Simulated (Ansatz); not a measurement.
The first iterations of a band of FH + GaH3 (6 atoms, charge 0, multiplicity 1).

Computed with RKS PBE-D4/def2-SVP (Ansatz).

```json
{"movable images": "7", "climbing image": "yes", "spring": "5.0 eV/Å²", "optimiser": "quadratic models (default)", "start path": "straight line", "force threshold": "0.03 eV/Å", "iteration limit": "60", "end points": "relaxed"}
```

Initial state:

```xyz
6
Properties=species:S:1:pos:R:3
Ga 0.005 0.062 0.010
H 0.011 0.245 1.625
H 1.394 0.166 -0.720
H -1.398 0.097 -0.701
F 0.064 -2.048 0.899
H 0.053 -1.434 1.639
```

Final state:

```xyz
6
Properties=species:S:1:pos:R:3
Ga 0.019 -0.612 -0.350
H 0.009 0.409 1.980
H 1.439 -0.019 -0.662
H -1.432 -0.090 -0.643
F 0.064 -2.241 0.373
H 0.029 -0.359 2.054
```

| iteration | highest image above the first end (eV) | largest band force component (eV/Å) |
| --- | --- | --- |
| 1 | 1.206 | 3.476 |
| 2 | 0.738 | 3.475 |
| 3 | 0.297 | 7.530 |

**Question.** Does the band converge within its limit, and where does its top end?

**Answer.** The forces met the threshold. It ended after 10 iterations with the highest image 0.170 eV above the first end. Another band between the same ends (7 images) ends at a top of the same energy, where a vibrational analysis finds 1 clearly imaginary mode. The orbitals stay closed-shell, which can raise the energy where a bond breaks towards radicals; this wasn't checked here.

Time of the run: 95 s on 1 thread of Arm Neoverse V1, with other jobs on the host, peak memory 0.11 GiB.
